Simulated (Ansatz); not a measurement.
Species: 1,1-difluoropropylsilane, C3H8F2Si (charge 0, singlet). SMILES: FC([SiH3])(CC)F
Geometry from a B3LYP-D3(BJ)/def2-TZVP (Ansatz, a quantum-chemistry and plane-wave program) optimisation:
```xyz
14

C      2.3279    -0.2581     0.7937
C      0.8358    -0.5585     0.9227
C     -0.0115     0.1035    -0.1439
F      0.4380    -0.2974    -1.3962
F      0.1928     1.4774    -0.0998
Si    -1.9084    -0.2166    -0.0645
H      2.7148    -0.6050    -0.1639
H      2.8811    -0.7613     1.5872
H      2.5190     0.8117     0.8710
H      0.4594    -0.2254     1.8934
H      0.6541    -1.6348     0.8639
H     -2.5514     0.5082    -1.1784
H     -2.1407    -1.6730    -0.1806
H     -2.4093     0.2709     1.2393
```
Charge 0, spin multiplicity 1.

Property: atomisation energy (electronic, to ground-state atoms), in kJ/mol. Cores are frozen in the correlated levels unless marked. UHF or UKS for open shells. Spin-orbit coupling is left out. Non-relativistic unless marked X2C. The coupled-cluster limit lacks core correlation, which all-electron functionals hold. CBS marks a two-point X^-3 extrapolation of the correlation energy; Hartree-Fock from the larger set.

| level | program | atomisation energy (kJ/mol) |
|---|---|---|
| SVWN5/def2-TZVPD | Ansatz | 5917.6 |
| r2SCAN/def2-TZVPD | Ansatz | 5169.2 |
| PBE0/STO-3G | Ansatz | 6201.6 |
| PBE0/6-31G* | Ansatz | (withheld) |
| PBE0-D3(BJ)/def2-TZVP | Ansatz + dftd3 | 5169.2 |
| PBE0/def2-TZVPD | Ansatz | 5145.1 |
| r2SCAN0-D4/def2-TZVPD | Ansatz + dftd4 | 5101.5 |
| CAM-B3LYP-D4/def2-TZVPD | Ansatz + dftd4 | (withheld) |
| LC-wPBE-D3(BJ)/def2-TZVPD | Ansatz + dftd3 | 5183.3 |
| LC-wPBE/def2-TZVPD | Ansatz | 5157.6 |
| PBE-QIDH/def2-TZVPD | Ansatz | (withheld) |
| SCS-MP2/6-31G* | Ansatz | 4742.6 |
| CCSD/cc-pV(Q+d)Z | Ansatz | 5043.2 |
| X2C-CCSD(T)/cc-pVTZ-DK | Ansatz | 5029.7 |
| CCSD(T)/CBS(cc-pV(T+d)Z,cc-pV(Q+d)Z) | Ansatz | 5167.2 |

### Question
Some entries are withheld; supply them.

### Answer

- PBE0/6-31G*, atomisation energy (kJ/mol): 5172.2
- CAM-B3LYP-D4/def2-TZVPD, atomisation energy (kJ/mol): 5193.5
- PBE-QIDH/def2-TZVPD, atomisation energy (kJ/mol): 5115.6
